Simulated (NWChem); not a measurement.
CH$_{3}$ClSTe; SMILES CS[Te]Cl

```xyz
7

Te     0.6615    -0.3687    -0.0618
Cl    -1.2663    -1.7827     0.0879
S     -0.2089     1.7153     0.6377
C     -1.0022     2.3958    -0.8495
H     -0.2808     2.5269    -1.6668
H     -1.4009     3.3778    -0.5527
H     -1.8325     1.7529    -1.1702
```
Atoms are numbered in this order, from 1.

All runs: NWChem. Structure relaxed at the PBE0/def2-SVP level. No frequency run checked for a minimum. def2 effective core potentials on Te; no spin-orbit coupling. B3LYP is NWChem's, with the RPA form of VWN correlation. Ions are spin-unrestricted doublets at the neutral geometry; other ion states weren't tried.

For level B3LYP/def2-SVP:

```
Quantity                               Result
-------------------------------------  ------
vertical ionisation energy, ΔSCF (eV)    8.44
−ε(HOMO) (eV)                            6.15
```

Q: Estimate the same quantities for level PBE/def2-SVP.

A: The vertical ionisation energy, ΔSCF (eV) is 8.22. The −ε(HOMO) (eV) is 5.28.
